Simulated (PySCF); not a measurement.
stibine (H₃Sb), SMILES [SbH3]. Atoms are numbered in the order given.

```xyz
4

Sb     0.0000     0.0000     0.0534
H      1.2221     0.7056    -0.9082
H      0.0000    -1.4111    -0.9082
H     -1.2221     0.7056    -0.9082
```
Charge 0, spin multiplicity 1.

Geometry optimised at PBE0-D3(BJ)/def2-TZVPD. The def2 effective core potentials stand for the cores of Sb; spin–orbit coupling is left out.

Calculation: r2SCAN/def2-TZVPD run with PySCF.

Symmetry labels are those of the subgroup Cs that the program uses (full group C3v).

Computed valence orbital energies around the gap with their symmetry:
| orbital | symmetry | energy (eV) |
|---|---|---|
| HOMO−7 | A' | -33.69 |
| HOMO−6 | A" | -33.57 |
| HOMO−5 | A' | -33.57 |
| HOMO−4 | A' | -33.49 |
| HOMO−3 | A' | -14.96 |
| HOMO−2 | A' | -8.70 |
| HOMO−1 | A" | -8.70 |
| HOMO | A' | -6.76 |
| LUMO | A" | -0.68 |
| LUMO+1 | A' | -0.68 |
| LUMO+2 | A' | 0.09 |
| LUMO+3 | A' | 2.21 |
